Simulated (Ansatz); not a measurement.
Ideal-gas functions of CH$_{4}$BFO, SMILES `CB(O)F` at 298.15 K and 1 bar, from an Ansatz frequency run at PBE0-D4/def2-TZVP.

Molar mass 61.85 g/mol, point group Cs (symmetry number 1), electronic degeneracy 1, moments of inertia 50.735, 61.79, 109.442 u Å². Harmonic wavenumbers (cm⁻¹, unscaled): 76, 329, 455, 459, 632, 784, 877, 917, 1006, 1285, 1383, 1410, 1459, 1475, 3054, 3116, 3159, 3864.

Use S(trans) = R[1.5 ln M + 2.5 ln T − 1.1517]; rotational temperatures θ = 24.2544 K / I; S(rot) = R[ln(√π/σ · √(T³/θAθBθC)) + 1.5]; for each mode x = 1.438777 ν̃/T, S = R[x/(eˣ − 1) − ln(1 − e⁻ˣ)] and H = RT x/(eˣ − 1); 1 cm⁻¹ = 0.0119627 kJ/mol; R = 8.31446 J/(mol·K).

By hand: the entropy, in J/(mol·K).

Translation 160.3. Rotation: θ = 0.4781, 0.3925, 0.2216 K, giving 101.5. Vibration, mode by mode: 16.70, 5.29, 3.27, 3.22, 1.66, 0.92, 0.64, 0.55, 0.38, 0.12, 0.08, 0.07, 0.06, 0.05, 0.00, 0.00, 0.00, 0.00, in all 33.0. Electronic 0.0. Sum 294.8 J/(mol·K).

By hand: H − E and G − E in kJ/mol, counted from the electronic energy.

Zero-point energy ½ × 25740 × 0.0119627 = 154.0; thermal vibration 5.5; translation, rotation and pV give 4 RT = 9.9. H − E = 169.4 kJ/mol, and G − E = 169.4 − 298.15 × 294.8/1000 = 81.5 kJ/mol.

Vibration gives 11 % of the entropy, 16.7 J/(mol·K) of it from the mode under 150 cm⁻¹: soft modes count most, and the harmonic formula is weakest for them. The sum counts one conformer and one mirror image; others add a mixing term.
